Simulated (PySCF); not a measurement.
Stretching ZnI

Set-up: PySCF, scalar-relativistic core potentials, basis sets Zn cc-pVTZ-PP with ECP10, I cc-pVTZ-PP with ECP28. Energies in eV from Zn + I in their ground configurations at the same level. State: ²Σ⁺ (doublet), unpaired electrons σ ↑.

| R (Å) | PBE0 |
| --- | --- |
| 2.160 | -0.717 |
| 2.261 | -1.133 |
| 2.361 | -1.350 |
| 2.437 | -1.422 |
| 2.512 | -1.438 |
| 2.587 | -1.413 |
| 2.688 | -1.337 |
| 2.813 | -1.201 |
| 2.964 | -1.014 |
| 3.165 | -0.771 |

Q: Put a parabola through the three lowest points of the PBE0 curve and estimate Re, k and ωe (reduced mass 42.51 u; 1 eV/Å² = 0.16022 mdyn/Å; ωe = 1302.8·√(k/μ) cm⁻¹).

A: Through R = 2.437, 2.512, 2.587 Å the second-order coefficient is 3.64 eV/Å², so Re ≈ 2.504 Å, k ≈ 1.17 mdyn/Å and ωe ≈ 216 cm⁻¹. A polynomial fit of higher order to the unrounded PBE0 energies gives Re = 2.500 Å, k = 1.20 mdyn/Å, ωe = 219 cm⁻¹; anharmonicity and rounding make the difference.

The higher-order fit for each curve: PBE0: Re = 2.500 Å, ωe = 219 cm⁻¹, De = 1.44 eV.

Spin–orbit coupling is left out, which matters for elements this heavy, above all for dissociation energies. The state is the lowest determinant that a PBE0 search found; another state may lie lower at other levels.
